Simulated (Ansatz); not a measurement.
One change: `[OH][GeH2][F]` becomes `[OH][GeH2][I]`.

Ansatz, PBE0-D4/def2-TZVP geometries, multiplicity 1. Each molecule was computed in one conformer, which needn't be the lowest.

Elements past krypton have def2 core potentials. Scalar relativity is left out up to krypton.

```json
{"property": "LUMO energy (PBE0/def2-TZVPP) / eV", "`[OH][GeH2][F]`": "0.27"}
{"property": "HOMO energy (PBE/def2-TZVPP) / eV", "`[OH][GeH2][F]`": "-7.62"}
{"property": "HOMO–LUMO gap (ωB97M-V/def2-TZVPP) / eV", "`[OH][GeH2][F]`": "13.60"}
{"property": "size of the dipole moment (ωB97M-V/def2-TZVPP) / D", "`[OH][GeH2][F]`": "1.96"}
{"property": "HOMO–LUMO gap (B3LYP/def2-TZVPP) / eV", "`[OH][GeH2][F]`": "8.96"}
{"property": "size of the dipole moment (PBE/def2-TZVPP) / D", "`[OH][GeH2][F]`": "1.82"}
```

Question: Give the same properties after the change, and the shifts. (An estimate is asked.)

Answer: The calculation gave: 
```tsv
property	`[OH][GeH2][I]`	shift
LUMO energy (PBE0/def2-TZVPP) / eV	-0.92	-1.19
HOMO energy (PBE/def2-TZVPP) / eV	-6.52	1.10
HOMO–LUMO gap (ωB97M-V/def2-TZVPP) / eV	10.74	-2.86
size of the dipole moment (ωB97M-V/def2-TZVPP) / D	1.33	-0.63
HOMO–LUMO gap (B3LYP/def2-TZVPP) / eV	6.23	-2.73
size of the dipole moment (PBE/def2-TZVPP) / D	1.23	-0.59
```

With PBE0 the HOMO rises by 1.61 eV and the LUMO falls by 1.19 eV, so the gap narrows by about 2.80 eV. PBE moves the HOMO by 1.10 eV and ωB97M-V by 1.84 eV. Dipoles are sizes alone; their direction can turn.

B3LYP here is the variant with VWN-RPA as its local correlation; programs differ in this.

Spin–orbit coupling is left out; it splits and shifts lone-pair levels of the heavy atoms by tenths of an eV.
